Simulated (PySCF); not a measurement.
Be(H)2, H2Be, SMILES [BeH2], CAM-B3LYP/def2-SVP optimised geometry.

```
3

Be     0.00     0.00     0.00
H      1.33     0.00     0.00
H     -1.33     0.00     0.00
```

Density from PySCF with CAM-B3LYP/def2-TZVP at that geometry.

Minimum of the electron density along straight lines between bonded atoms, close to the bond critical point (lines longer than 1.1 times the sum of covalent radii, or with two minima, are not listed):

```
bond    length / Å  ρ at the minimum / e bohr⁻³  ∇²ρ there / e bohr⁻⁵  position (fraction from the first atom)
------  ----------  ---------------------------  --------------------  ---------------------------------------
Be1–H2       1.331                        0.092                  0.25                                     0.43
Be1–H3       1.331                        0.092                  0.25                                     0.43
```
